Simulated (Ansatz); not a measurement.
The cluster Be2F5⁻. Total charge -1; singlet. Geometry relaxed at PBE-D4/def2-SVPD.

| atom | x (Å) | y (Å) | z (Å) |
| --- | --- | --- | --- |
| Be1 | -0.095 | 1.367 | 0.642 |
| Be2 | 0.112 | -1.387 | -0.594 |
| F3 | -0.829 | 1.705 | 1.867 |
| F4 | 0.483 | 2.259 | -0.367 |
| F5 | 0.146 | -0.175 | 0.413 |
| F6 | -1.003 | -1.395 | -1.545 |
| F7 | 1.186 | -2.372 | -0.415 |

The structure comes from a short search, and lower isomers may exist.

Estimate the harmonic wavenumbers at RKS PBE-D4/def2-SVPD (Ansatz, unscaled). Is this a minimum?

9, 35, 38, 203, 261, 291, 316, 470, 486, 495, 626, 893, 943, 1174, 1178 cm⁻¹. Yes, no mode is imaginary beyond noise. Zero-point energy 44.4 kJ/mol. Hardware: 4 threads of Arm Neoverse V2 on a shared host. Wall time 28 s.
